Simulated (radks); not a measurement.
Results of a calculation; reference values are marked as such.
Task: These are the eigenvalues of the occupied orbitals of an atom or ion with whole-number occupations (eV). Level of theory: scalar-relativistic Kohn-Sham, SCAN, spin-unpolarised, spherical densities, finite nucleus; meta-GGA in the generalised Kohn-Sham scheme; Fermi nuclear charge, rms radius of each element as measured or else 0.836 A^(1/3) + 0.57 fm (a radial shooting solver on a logarithmic mesh with Libxc functionals).

| orbital | eigenvalue |
|---|---|
| 1s | -53728.25 |
| 2s | -8970.113 |
| 2p | -7955.048 |
| 3s | -2006.694 |
| 3p | -1692.842 |
| 3d | -1289.455 |
| 4s | -401.1631 |
| 4p | -297.3383 |
| 4d | -155.6677 |
| 5s | -49.7606 |
| 5p | -25.7117 |
| 6s | -3.8947 |
| 4f | -3.0475 |

Which element is it, and in what charge state? The configuration may be excited.

Result: Z = 66, dysprosium, charge 0: Dy in [Xe] 4f10 6s2. The list shows which subshells hold electrons but not how many an open one holds; the 1s level, -1974.5 hartree, gives Z - s = 62.8 by -(Z - s)^2/2, which with screening and relativity narrows Z to a few neighbours, and the depths of the outer levels then fix element, charge and occupations together.
